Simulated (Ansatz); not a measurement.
Program: Ansatz. Geometries: PBE0-D4/def2-TZVP. ΔE: electronic, gas phase. CCSD(T)/CBS is the MP2 limit (def2-TZVPP, def2-QZVPP) plus CCSD(T) − MP2 in def2-TZVPP, frozen cores. DFT in def2-TZVPP. One conformer a species, not always the lowest.

`O/C=C/[SiH3]` → `O=CC[SiH3]`  (isomerisation)

(1) Is it downhill or uphill in electronic energy at CCSD(T)/CBS, and by how much? (An estimate is asked.)

(2) What do these levels give: PBE-D4, r2SCAN0-D4, BHLYP, HF/def2-SVP, MP2/def2-SVP, MP2/def2-TZVPP? (Best estimate.)

(3) What do rigid-rotor, harmonic-oscillator terms from PBE0-D4/def2-TZVP frequencies (298.15 K, 1 bar) make of the CCSD(T)/CBS value? (Estimate.)

Largest T1 diagnostic among the species: 0.014.

## Answers

(1) The calculation gave: Downhill: ΔE = -0.22 eV.

(2) Computed: PBE-D4 -0.21, r2SCAN0-D4 -0.20, BHLYP -0.23, HF/def2-SVP -0.39, MP2/def2-SVP -0.43, MP2/def2-TZVPP -0.25 eV.

(3) The calculation gave: ΔZPE = -0.05 eV, ΔH = -0.26 eV, ΔS = 9 J/(mol·K), ΔG = -0.29 eV.

Leaving LDA and LC-ωPBE aside and taking each functional with its dispersion term where it has one, the values, not all of them listed here, spread over 0.10 eV, from ωB97X-V to r2SCAN0-D4. LDA lies +0.10 eV from PBE without D4. In def2-TZVPP, CCSD(T) changes the Hartree–Fock value by +0.04 eV (the triples alone add +0.01 eV) and MP2 by +0.05 eV.
